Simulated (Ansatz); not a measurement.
Steps of a relaxation of CH4O2Sn with RKS PBE-D4/def2-SVP.

```sh
$ ansatz run in.yaml --threads 2 --pin off --events-out ev --progress --plain --max-ram 4352MiB
```

```yaml
crystal:
  periodic: [false, false, false]
  atoms:
    - {symbol: O, position_ang: [-1.953700, 0.744300, -0.474400]}
    - {symbol: Sn, position_ang: [-0.324900, 0.643000, 0.551100]}
    - {symbol: C, position_ang: [0.712300, -1.150700, 0.203900]}
    - {symbol: O, position_ang: [1.175000, -0.171000, -0.665200]}
    - {symbol: H, position_ang: [-1.707500, 1.038600, -1.414400]}
    - {symbol: H, position_ang: [0.376600, 2.172800, 1.093000]}
    - {symbol: H, position_ang: [0.212500, -1.970000, -0.273900]}
    - {symbol: H, position_ang: [1.601900, -1.364000, 0.924300]}
basis:
  gaussian: {orbitals: def2-SVP}
hamiltonian: {xc: pbe, dispersion: d4}
relax: {f_tol: 0.03, max_steps: 200}
```

Positions (Å) and forces (eV/Å) along the path, 17 of 40 steps:

```xyz
8
step=1 energy=-11015.9467 eV
O    -1.954    0.744   -0.474   -1.043    0.751   -2.729
Sn   -0.325    0.643    0.551    1.023    0.730    2.105
C     0.712   -1.151    0.204    3.695    0.928    0.758
O     1.175   -0.171   -0.665   -0.357    0.238   -0.819
H    -1.708    1.039   -1.414   -0.570   -0.399    1.350
H     0.377    2.173    1.093   -0.235   -0.404   -0.274
H     0.212   -1.970   -0.274   -0.893   -1.257   -0.113
H     1.602   -1.364    0.924   -1.621   -0.588   -0.280
8
step=5 energy=-11016.8073 eV
O    -2.030    0.634   -0.599    1.231    1.556   -0.761
Sn   -0.610    0.545    0.895   -0.285    0.961   -0.090
C     0.973   -1.169    0.090    0.140   -0.486   -0.050
O     1.275   -0.149   -0.567    0.167   -0.037   -0.283
H    -1.672    1.402   -1.182   -0.882   -1.466    0.971
H     0.343    2.162    0.588   -0.481   -0.800    0.130
H     0.269   -1.971   -0.261   -0.251    0.174   -0.287
H     1.543   -1.510    0.981    0.362    0.098    0.370
8
step=6 energy=-11016.9747 eV
O    -1.964    0.626   -0.616   -0.037    0.193   -0.103
Sn   -0.694    0.585    0.956   -0.025   -0.114    0.222
C     1.017   -1.156    0.076    0.203    0.832   -0.453
O     1.361   -0.134   -0.576   -0.330   -1.147    0.656
H    -1.695    1.390   -1.168   -0.117   -0.124   -0.064
H     0.321    1.972    0.529    0.076    0.278   -0.009
H     0.156   -1.818   -0.232    0.173    0.042   -0.144
H     1.589   -1.522    0.975    0.058    0.040   -0.106
8
step=9 energy=-11017.0379 eV
O    -2.023    0.725   -0.604    0.126    0.461   -0.296
Sn   -0.748    0.725    0.977   -0.070   -0.173    0.107
C     1.097   -1.292    0.075    0.183    0.244   -0.084
O     1.396   -0.258   -0.515   -0.004    0.046   -0.049
H    -1.790    1.479   -1.199   -0.137   -0.423    0.250
H     0.197    2.180    0.530    0.061    0.121   -0.053
H     0.283   -1.971   -0.285   -0.175   -0.149   -0.019
H     1.680   -1.646    0.966    0.016   -0.127    0.144
8
step=13 energy=-11017.0469 eV rejected
O    -2.037    0.751   -0.600   -0.019   -0.034   -0.019
Sn   -0.784    0.751    0.997   -0.005    0.071   -0.039
C     1.118   -1.298    0.079    0.133   -0.002    0.013
O     1.413   -0.235   -0.452   -0.077    0.054   -0.062
H    -1.789    1.435   -1.253    0.023    0.001    0.044
H     0.182    2.207    0.524   -0.004   -0.008    0.021
H     0.233   -1.918   -0.236   -0.084   -0.009   -0.050
H     1.756   -1.751    0.886    0.033   -0.073    0.092
8
step=14 energy=-11017.0483 eV
O    -2.038    0.745   -0.591   -0.005   -0.032    0.019
Sn   -0.780    0.764    1.003   -0.013    0.010   -0.013
C     1.119   -1.300    0.074    0.012    0.010   -0.035
O     1.413   -0.235   -0.458   -0.031   -0.059    0.026
H    -1.787    1.432   -1.239    0.014    0.022   -0.008
H     0.185    2.213    0.513    0.001    0.013    0.004
H     0.252   -1.934   -0.272    0.005    0.033   -0.003
H     1.728   -1.741    0.914    0.016    0.003    0.009
8
step=15 energy=-11017.0458 eV rejected
O    -2.039    0.759   -0.607   -0.023   -0.065    0.036
Sn   -0.802    0.787    1.006   -0.013    0.113   -0.074
C     1.148   -1.334    0.063   -0.193    0.181    0.266
O     1.406   -0.240   -0.421    0.021   -0.108   -0.067
H    -1.798    1.439   -1.265    0.048    0.038    0.014
H     0.158    2.255    0.525   -0.033   -0.042    0.023
H     0.229   -1.925   -0.222    0.104   -0.027   -0.087
H     1.791   -1.798    0.865    0.088   -0.089   -0.111
8
step=16 energy=-11017.0497 eV
O    -2.035    0.746   -0.600   -0.011   -0.032    0.033
Sn   -0.793    0.782    1.007    0.002    0.038   -0.029
C     1.126   -1.311    0.074    0.018   -0.096    0.033
O     1.407   -0.240   -0.444   -0.016    0.049   -0.021
H    -1.790    1.433   -1.249    0.027    0.027   -0.013
H     0.174    2.236    0.521   -0.024   -0.013    0.006
H     0.244   -1.935   -0.254    0.004    0.031    0.000
H     1.759   -1.768    0.889    0.002   -0.003   -0.009
8
step=17 energy=-11017.0518 eV
O    -2.036    0.753   -0.605   -0.021   -0.047    0.036
Sn   -0.804    0.799    1.010    0.006    0.054   -0.038
C     1.134   -1.324    0.076    0.043   -0.035    0.010
O     1.402   -0.241   -0.426   -0.035   -0.036    0.036
H    -1.791    1.434   -1.259    0.036    0.039   -0.013
H     0.160    2.258    0.523   -0.028   -0.021    0.008
H     0.240   -1.937   -0.239    0.009    0.031    0.006
H     1.788   -1.799    0.865   -0.009    0.015   -0.045
8
step=19 energy=-11017.0663 eV
O    -2.041    0.775   -0.627   -0.034   -0.059    0.031
Sn   -0.842    0.856    1.013    0.018    0.099   -0.077
C     1.163   -1.369    0.084    0.085    0.005    0.001
O     1.380   -0.249   -0.355   -0.034   -0.196    0.184
H    -1.800    1.444   -1.296    0.055    0.049    0.007
H     0.112    2.333    0.533   -0.051   -0.039    0.004
H     0.222   -1.941   -0.175    0.116    0.020    0.084
H     1.897   -1.906    0.768   -0.155    0.120   -0.234
8
step=20 energy=-11017.0874 eV
O    -2.054    0.801   -0.644   -0.020   -0.040   -0.019
Sn   -0.870    0.912    1.006    0.031    0.081   -0.060
C     1.194   -1.417    0.088    0.125    0.305    0.107
O     1.363   -0.255   -0.268   -0.015   -0.648    0.343
H    -1.815    1.457   -1.326    0.044    0.042    0.034
H     0.067    2.403    0.534   -0.053   -0.020   -0.025
H     0.217   -1.954   -0.119    0.260   -0.023    0.100
H     1.990   -2.005    0.674   -0.373    0.304   -0.480
8
step=24 energy=-11017.2368 eV
O    -2.029    0.811   -0.680   -0.006   -0.042   -0.014
Sn   -0.875    1.031    0.988    0.019    0.061   -0.005
C     1.210   -1.494    0.124    0.349   -0.092    0.044
O     1.267   -0.274    0.067   -0.087   -0.496    0.240
H    -1.818    1.507   -1.329    0.024    0.018   -0.021
H    -0.044    2.555    0.442   -0.006    0.000   -0.037
H     0.249   -2.065   -0.062    0.208    0.137    0.091
H     2.131   -2.128    0.394   -0.500    0.413   -0.299
8
step=25 energy=-11017.2849 eV
O    -2.007    0.799   -0.683    0.014   -0.050    0.024
Sn   -0.867    1.080    0.991   -0.023    0.018    0.061
C     1.206   -1.513    0.126    0.138   -0.040    0.141
O     1.217   -0.291    0.203   -0.073   -0.489    0.063
H    -1.810    1.503   -1.329    0.029    0.019   -0.057
H    -0.064    2.607    0.408    0.027   -0.023   -0.058
H     0.268   -2.115   -0.072    0.144    0.251    0.011
H     2.149   -2.127    0.300   -0.255    0.314   -0.186
8
step=27 energy=-11017.3352 eV
O    -1.947    0.725   -0.653    0.030   -0.024   -0.017
Sn   -0.883    1.126    1.051   -0.041    0.078    0.014
C     1.151   -1.459    0.125    0.129    0.223    0.184
O     1.127   -0.259    0.396    0.036   -0.845   -0.178
H    -1.696    1.376   -1.337    0.011   -0.066    0.025
H    -0.007    2.559    0.341    0.026   -0.043    0.001
H     0.232   -2.068   -0.116   -0.007    0.306   -0.006
H     2.116   -2.057    0.138   -0.183    0.371   -0.024
8
step=31 energy=-11017.4306 eV
O    -1.798    0.516   -0.593    0.036   -0.114    0.272
Sn   -0.893    1.205    1.130   -0.038   -0.045   -0.119
C     1.052   -1.350    0.102   -0.329    0.204    0.115
O     1.097   -0.239    0.616    0.016   -0.170   -0.089
H    -1.519    1.073   -1.341    0.096    0.048   -0.114
H     0.081    2.505    0.300   -0.012   -0.022   -0.010
H     0.089   -1.818   -0.244    0.042    0.186   -0.033
H     1.983   -1.950   -0.026    0.189   -0.087   -0.022
8
step=36 energy=-11017.5503 eV
O    -1.616    0.266   -0.496    0.054    0.002   -0.140
Sn   -0.865    1.222    1.178   -0.046   -0.026    0.120
C     0.941   -1.193    0.059   -0.203    0.139    0.272
O     1.117   -0.217    0.788   -0.091   -0.319   -0.287
H    -1.291    0.729   -1.296   -0.046   -0.076    0.121
H     0.092    2.437    0.239    0.050    0.084   -0.083
H    -0.066   -1.387   -0.419    0.223    0.196    0.045
H     1.780   -1.914   -0.110    0.058    0.000   -0.048
8
step=40 energy=-11017.5660 eV
O    -1.603    0.222   -0.466    0.010    0.000    0.014
Sn   -0.857    1.234    1.189   -0.004    0.002   -0.008
C     0.937   -1.177    0.061    0.014   -0.029   -0.015
O     1.109   -0.265    0.861   -0.007    0.007    0.005
H    -1.304    0.692   -1.269   -0.003    0.001   -0.008
H     0.092    2.419    0.180   -0.001    0.002    0.003
H    -0.031   -1.251   -0.506   -0.028    0.018    0.000
H     1.749   -1.931   -0.106    0.019   -0.001    0.008
```

Hardware: 2 threads of an Arm Neoverse V1 on a shared host. Wall time 60 s, peak host memory 0.12 GiB.
